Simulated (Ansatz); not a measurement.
Breaking a bond: Ge(H)3(tBu), SMILES [C](C)(C)([GeH3])C (C4H12Ge), singlet. The C2–C14 bond (C2 also carries C, C, Ge; C14 carries H, H, H) is pulled apart rigidly from the PBE0/def2-SVP optimised geometry.

Computed with: RKS-B3LYP = restricted B3LYP/def2-SVP run with Ansatz (a first-principles code); UKS-PBE0 = unrestricted PBE0/def2-SVP (Ansatz); UKS-PBE = unrestricted PBE/def2-SVP run with Ansatz; RKS-PBE0 = restricted PBE0/def2-SVP (Ansatz); RKS-PBE = restricted PBE/def2-SVP (Ansatz).

Energies are in kJ/mol, each relative to the lowest point of its own curve near equilibrium.

```
R / Å  RKS-B3LYP  UKS-PBE0  UKS-PBE  RKS-PBE0  RKS-PBE
-----  ---------  --------  -------  --------  -------
1.25       184.0     179.6    183.7     179.6    183.7
1.34        72.8      69.1     72.9      69.1     72.9
1.42        22.3      19.8     22.5      19.8     22.5
1.48         4.8       3.6      5.0       3.6      5.0
1.53         0.0       0.0      0.0       0.0      0.0
1.57         1.0       2.1      0.9       2.1      0.9
1.63         8.8      11.6      8.4      11.6      8.4
1.75        39.6      46.0     38.4      46.0     38.4
1.83        66.8      75.6     64.9      75.6     64.9
2.04       146.9     162.3    142.8     162.3    142.8
2.22       215.1     235.6    208.6     235.6    208.6
2.51       311.6     339.3    300.5     339.4    300.5
2.84       397.1     403.9    379.2     431.6    380.4
3.19       463.4     429.4    418.5     502.9    440.1
3.77       534.2     442.1    438.7     579.2    500.8
4.47       581.2     445.5    444.5     629.8    537.6
```

The restricted form behind RKS-B3LYP, RKS-PBE0, RKS-PBE keeps the bonding electrons paired and can't separate into open-shell fragments. The unrestricted determinant behind UKS-PBE0 is spin-contaminated at 2.51 to 4.47 Å (<S²> up to 1.0, against 0.00 for a pure singlet). The unrestricted determinant behind UKS-PBE is spin-contaminated at 2.84 to 4.47 Å (<S²> up to 1.0, against 0.00 for a pure singlet).
